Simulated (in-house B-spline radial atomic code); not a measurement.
How numerical settings move a run on neutral helium, 1s2. Computed with a B-spline radial code for spherical atoms: non-relativistic CAM-B3LYP, spin-polarised, spherical fractional occupations, point nucleus.

Command:
```bash
python run_scf.py task.json out
```
Settings of the sound reference run:
```
Z                2
electrons        2
configuration    1s2
hamiltonian      nr
method           camb3lyp
spin_polarised   True
knot_spacing     0.22
spline_order     8
gauss_points     12
box_radius       50
max_iterations   70
damping          0.5
damped_steps     3
diis_vectors     10
tolerance        1e-08
start            Thomas-Fermi
```

Cost of the run: 0.23 s on 1 thread of Arm Neoverse N1 (shared host).

It converges in 8 iterations to -2.901434 hartree, with 1s up at -19.961 eV. The other runs change the listed settings, some to values that make no sense; their results aren't properties of the atom or ion. Radii are in bohr (the nuclear one in fm), a minus after a letter asks for a j subshell, and «unchanged» means within 1e-8 hartree. The run stops when the residual is below 10 × tolerance × max(1, Z/10), or a noise floor if that is larger, and the energy moves by less than 1e-8 × √|E| hartree; so very loose and very tight tolerances often act alike.

| changed settings | outcome |
| --- | --- |
| first_knot = 0.5, max_iterations = 12, damped_steps = 0, tolerance = 0.0001 | converged in 5 iterations, energy unchanged, 1s up level -6.1e-05 eV |
| box_radius = 3 | converged in 7 iterations, energy +3.71e-02 hartree from the reference, 1s up level +1.6e+00 eV (the program warns: 1s up reaches the box edge; 1s down reaches the box edge) |
| damped_steps = 1 | converged in 6 iterations, energy unchanged, 1s up level +2.2e-06 eV |
| box_radius = 2, max_iterations = 60, damping = 0.8, damped_steps = 0 | converged in 4 iterations, energy +3.23e-01 hartree from the reference, 1s up level +9.3e+00 eV (the program warns: 1s up reaches the box edge; 1s down reaches the box edge) |
| knot_spacing = 1.4 | converged in 8 iterations, energy +5.47e-04 hartree from the reference, 1s up level -7.6e-03 eV |
| damped_steps = 8 | converged in 12 iterations, energy unchanged, 1s up level -5.2e-07 eV |
| knot_spacing = 0.3 | converged in 8 iterations, energy +1.68e-08 hartree from the reference, 1s up level -1.9e-06 eV |
| knot_spacing = 0.55 | converged in 8 iterations, energy +1.35e-07 hartree from the reference, 1s up level -9.6e-06 eV |
| max_iterations = 50, damping = 0.2, diis_vectors = 20 | converged in 7 iterations, energy unchanged, 1s up level -2.3e-06 eV |
| knot_spacing = 2 | converged in 8 iterations, energy +1.75e-03 hartree from the reference, 1s up level -6.7e-03 eV |
| knot_spacing = 1 | converged in 8 iterations, energy +3.09e-04 hartree from the reference, 1s up level +7.3e-05 eV |
| damped_steps = 0 | converged in 6 iterations, energy unchanged, 1s up level +4.3e-07 eV |
| knot_spacing = 0.15 | converged in 7 iterations, energy unchanged, 1s up level -9.7e-06 eV |
| first_knot = 0.005, max_iterations = 5, start = bare nucleus | not converged after 5 iterations, last residual 2.4e-04, last energy +3.68e-06 hartree from the reference |
| damped_steps = 30 | converged in 17 iterations, energy unchanged, 1s up level -8.5e-07 eV |
| box_radius = 5 | converged in 7 iterations, energy +5.12e-04 hartree from the reference, 1s up level +4.4e-02 eV (the program warns: 1s up reaches the box edge; 1s down reaches the box edge) |
| knot_spacing = 0.4 | converged in 8 iterations, energy +9.81e-08 hartree from the reference, 1s up level +8.1e-07 eV |

(1) What happens with box_radius = 7.5?

(2) What happens with electrons = 3, configuration = 1s2 2p-1, max_iterations = 60?

(3) What happens with box_radius = 2?

(4) What happens with knot_spacing = 0.75?

Answers

(1) Converged in 8 iterations, energy +1.96e-06 hartree from the reference, 1s up level +2.9e-04 eV (the program warns: 1s up reaches the box edge; 1s down reaches the box edge).

(2) Stopped with error: j subshells need the Dirac Hamiltonian and l > 0.

(3) Converged in 7 iterations, energy +3.23e-01 hartree from the reference, 1s up level +9.3e+00 eV (the program warns: 1s up reaches the box edge; 1s down reaches the box edge).

(4) Converged in 8 iterations, energy +1.75e-05 hartree from the reference, 1s up level -5.2e-04 eV.
